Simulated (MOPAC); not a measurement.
MOPAC input (PM6):

```
PM6 PRECISE GNORM=0.05 LET XYZ CHARGE=1 GEO-OK AUX(PRECISION=9) THREADS=1
CH5Si

C    -1.16121811 1   -0.18331432 1   -0.02340017 1
Si    0.62903689 1    0.09747431 1    0.00115907 1
H    -1.68556782 1    0.56423601 1   -0.62169877 1
H    -1.41324193 1   -1.19650419 1   -0.34225064 1
H    -1.51267979 1   -0.07261084 1    1.01662181 1
H     1.19698143 1    1.44308458 1   -0.15835579 1
H     1.57530031 1   -1.00295996 1    0.22985740 1
```

What heat of formation does the run end on?

177.44 kcal/mol.
